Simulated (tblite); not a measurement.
C4H11BS.
Bonds: C1–S2, S2–B3, B3–C4, C4–C5, C4–C6. Hydrogens: H7, H8, H9 on C1; H10 on B3; H11 on C4; H12, H13, H14 on C5; H15, H16, H17 on C6.

Computed with GFN2-xTB (tblite), gas phase: L-BFGS steps from a force-field or distance-geometry start until the largest atomic force falls under 0.01 eV/Å.

Step 70: E = -507.8158 eV
```
atom  x, y, z in Å  |  force x, y, z in eV/Å
C1      2.5280   -0.5689   -0.6979    0.052  -0.011  -0.042
S2      1.9019    1.1209   -1.0249   -0.021  -0.032   0.015
B3      0.2944    1.2455   -0.3319   -0.004  -0.023   0.021
C4     -0.4978    0.0931    0.4351   -0.001   0.005  -0.008
C5     -1.1476   -0.8508   -0.5937    0.009   0.010   0.008
C6     -1.5753    0.6705    1.3614    0.001  -0.020  -0.014
H7      1.9272   -1.0643    0.0540    0.021   0.018   0.015
H8      2.5104   -1.1284   -1.6285   -0.051   0.013   0.001
H9      3.5560   -0.4687   -0.3647   -0.010  -0.011   0.040
H10    -0.1987    2.2922   -0.5095   -0.006  -0.007   0.004
H11     0.1610   -0.5237    1.0626    0.003   0.042  -0.016
H12    -0.3880   -1.3808   -1.1655   -0.027   0.010  -0.025
H13    -1.7788   -1.5860   -0.0965    0.024   0.005   0.023
H14    -1.7670   -0.2854   -1.2869   -0.006  -0.003  -0.001
H15    -2.1000   -0.1213    1.8942    0.024  -0.036  -0.008
H16    -1.1249    1.3354    2.0957   -0.031   0.010  -0.017
H17    -2.3078    1.2325    0.7871    0.021   0.031   0.005
```

Step 71: E = -507.8165 eV
```
atom  x, y, z in Å  |  force x, y, z in eV/Å
C1      2.5253   -0.5683   -0.6941    0.042   0.007  -0.058
S2      1.9065    1.1256   -1.0181   -0.038  -0.050   0.022
B3      0.2944    1.2475   -0.3324    0.019  -0.016  -0.001
C4     -0.4971    0.0923    0.4307   -0.002   0.016   0.002
C5     -1.1484   -0.8529   -0.5956    0.010   0.008   0.013
C6     -1.5728    0.6693    1.3593   -0.006  -0.008  -0.011
H7      1.9239   -1.0569    0.0620    0.034   0.009   0.013
H8      2.4985   -1.1292   -1.6243   -0.048   0.022   0.017
H9      3.5556   -0.4728   -0.3668   -0.011  -0.018   0.040
H10    -0.1979    2.2947   -0.5099   -0.006  -0.015   0.008
H11     0.1634   -0.5231    1.0577    0.002   0.036  -0.016
H12    -0.3884   -1.3782   -1.1719   -0.046   0.016  -0.024
H13    -1.7720   -1.5918   -0.0933    0.029   0.014   0.004
H14    -1.7757   -0.2889   -1.2837    0.010  -0.019   0.008
H15    -2.0982   -0.1227    1.8918    0.029  -0.023  -0.016
H16    -1.1197    1.3332    2.0933   -0.041   0.000  -0.020
H17    -2.3043    1.2341    0.7854    0.023   0.020   0.019
```

Step 72: E = -507.8174 eV
```
atom  x, y, z in Å  |  force x, y, z in eV/Å
C1      2.5230   -0.5680   -0.6900    0.012   0.027  -0.047
S2      1.9111    1.1297   -1.0098   -0.037  -0.050   0.015
B3      0.2946    1.2491   -0.3334    0.037   0.001  -0.022
C4     -0.4963    0.0920    0.4257   -0.003   0.024   0.013
C5     -1.1491   -0.8546   -0.5975    0.007   0.001   0.015
C6     -1.5702    0.6674    1.3565   -0.014   0.011  -0.005
H7      1.9209   -1.0476    0.0714    0.050  -0.008   0.010
H8      2.4830   -1.1297   -1.6191   -0.035   0.020   0.021
H9      3.5554   -0.4783   -0.3685   -0.006  -0.024   0.031
H10    -0.1959    2.2973   -0.5113   -0.011  -0.020   0.012
H11     0.1666   -0.5211    1.0519    0.006   0.020  -0.009
H12    -0.3899   -1.3737   -1.1807   -0.053   0.018  -0.024
H13    -1.7624   -1.5987   -0.0893    0.029   0.020  -0.015
H14    -1.7866   -0.2930   -1.2787    0.020  -0.031   0.017
H15    -2.0954   -0.1254    1.8885    0.028  -0.009  -0.024
H16    -1.1158    1.3305    2.0906   -0.040  -0.007  -0.015
H17    -2.2999    1.2359    0.7838    0.012   0.006   0.026
```

**Question.** Estimate the geometry and energy of step 73. (The exact step hangs on the optimiser's Hessian estimate; all steps are aligned on step 72, rigid shifts and turns removed.)

**Answer.** E = -507.8184 eV, largest force 0.066 eV/Å
```
atom  x, y, z in Å  |  force x, y, z in eV/Å
C1      2.5207   -0.5693   -0.6864   -0.029   0.035  -0.019
S2      1.9129    1.1293   -1.0091   -0.029  -0.040   0.010
B3      0.2950    1.2511   -0.3355    0.049   0.020  -0.039
C4     -0.4948    0.0942    0.4226   -0.001   0.024   0.018
C5     -1.1477   -0.8531   -0.5992    0.000  -0.007   0.007
C6     -1.5689    0.6644    1.3554   -0.019   0.029   0.001
H7      1.9185   -1.0377    0.0823    0.061  -0.026   0.001
H8      2.4682   -1.1354   -1.6120   -0.017   0.016   0.025
H9      3.5543   -0.4844   -0.3685    0.001  -0.022   0.012
H10    -0.1928    2.3001   -0.5160   -0.016  -0.023   0.017
H11     0.1704   -0.5166    1.0475    0.013   0.000   0.001
H12    -0.3902   -1.3628   -1.1931   -0.053   0.022  -0.019
H13    -1.7483   -1.6055   -0.0876    0.024   0.024  -0.025
H14    -1.7972   -0.2932   -1.2710    0.027  -0.041   0.023
H15    -2.0913   -0.1318    1.8854    0.024   0.006  -0.030
H16    -1.1173    1.3280    2.0907   -0.026  -0.013  -0.004
H17    -2.2983    1.2346    0.7845   -0.007  -0.005   0.022
```

The energy changes by -0.0010 eV. The first-order estimate −F·Δx gives -0.0014 eV and the mean of the old and new forces, exact on a quadratic surface, -0.0010 eV. The step makes an angle of 78° with the force vector and moves no atom by more than 0.017 Å.

The cost below is that of the whole relaxation. Time: 1.5 s wall. Hardware: Arm Neoverse N1, one thread, on a shared host.
